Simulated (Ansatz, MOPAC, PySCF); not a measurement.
Torsion H3–S1–Pb2–H4 in H2PbS (SMILES [SH][PbH]); at each angle all else is relaxed with GFN2-xTB, and the levels are single points there.
Geometry at 180° (charge 0, multiplicity 1):
```xyz
4

S     -1.308     0.686     0.267
Pb     1.147     0.667    -0.241
H     -1.601    -0.547    -0.127
H      1.384     2.385     0.343
```

On the grid 0° to 330°, 270° is the highest and 180° the lowest point at wB97M-V/def2-TZVPP.

Cores are frozen in the correlated methods. Filled d and f shells under p-block atoms count as core. The state reached by AM1 isn't checked.

Run with Ansatz (Gaussian basis) for Hartree–Fock, density functionals and correlated methods; MOPAC for AM1 (differences of heats of formation); PySCF for the dispersion terms.  In def2 rows elements past Kr take small-core potentials, without spin–orbit coupling.

```json
[
 {"level": "AM1", "energy at 270° less that at 180° (kcal/mol)": "9.34"},
 {"level": "SVWN5/def2-TZVPP", "energy at 270° less that at 180° (kcal/mol)": "12.75"},
 {"level": "r2SCAN/def2-TZVPP", "energy at 270° less that at 180° (kcal/mol)": "11.30"},
 {"level": "B3LYP-D3(BJ)/def2-TZVPP", "energy at 270° less that at 180° (kcal/mol)": "10.60"},
 {"level": "B3LYP-D4/def2-TZVPP", "energy at 270° less that at 180° (kcal/mol)": "10.60"},
 {"level": "PBE0/def2-TZVPP", "energy at 270° less that at 180° (kcal/mol)": "10.61"},
 {"level": "MP2/def2-TZVPP", "energy at 270° less that at 180° (kcal/mol)": "10.04"},
 {"level": "SCS-MP2/def2-QZVPP", "energy at 270° less that at 180° (kcal/mol)": "9.37"},
 {"level": "CCSD(T)/def2-SVP", "energy at 270° less that at 180° (kcal/mol)": "?"}
]
```

What belongs in the gaps?


- CCSD(T)/def2-SVP, energy at 270° less that at 180° (kcal/mol): 10.89

Ansatz is a first-principles code.
